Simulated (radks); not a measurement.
Results of a calculation; reference values are marked as such.
Excited configurations of O: one electron is placed in a higher orbital outside [He] 2s2 2p3. The ground configuration is [He] 2s2 2p4. Code: a radial shooting solver on a logarithmic mesh with Libxc functionals. Model: scalar-relativistic Kohn-Sham, r2SCAN, spin-polarised, spherical densities, finite nucleus; open shells are filled with parallel spins first; meta-GGA in the generalised Kohn-Sham scheme; Fermi nuclear charge, rms radius 2.6991 fm. Excitation = E - E(ground); binding = E(ion) - E, where the ion is the core of charge +1; n* = 1/sqrt(2 binding) in atomic units, and the quantum defect is n - n*.

| outer orbital | excitation (eV) | binding (eV) | n* | quantum defect | eigenvalue (eV) | <r> (bohr) |
|---|---|---|---|---|---|---|
| 3s | 8.458 | 4.428 | 1.753 | 1.247 | -2.670 | 4.733 |
| 3p | 10.060 | 2.826 | 2.194 | 0.806 | -1.541 | 6.363 |
| 4s | 11.027 | 1.859 | 2.705 | 1.295 | -1.146 | 11.20 |
| 4p | 11.468 | 1.418 | 3.098 | 0.902 | -0.861 | 14.07 |
| 5s | 11.864 | 1.022 | 3.649 | 1.351 | -0.645 | 20.49 |
| 5d | 12.277 | 0.608 | 4.729 | 0.271 | -0.375 | 32.89 |

Estimate the row for 3d.

Answer. excitation (eV) 11.385; binding (eV) 1.501; n* 3.011; quantum defect -0.011; eigenvalue (eV) -0.692; <r> (bohr) 10.61. The Delta-SCF ionisation energy is 12.886 eV (NIST Atomic Spectra Database: 13.618 eV, measured). Self-interaction in the functional shifts the binding energies and quantum defects, so they are the method's values and not measured ones. Open shells are spherical and high-spin; term and fine-structure splittings are not resolved.
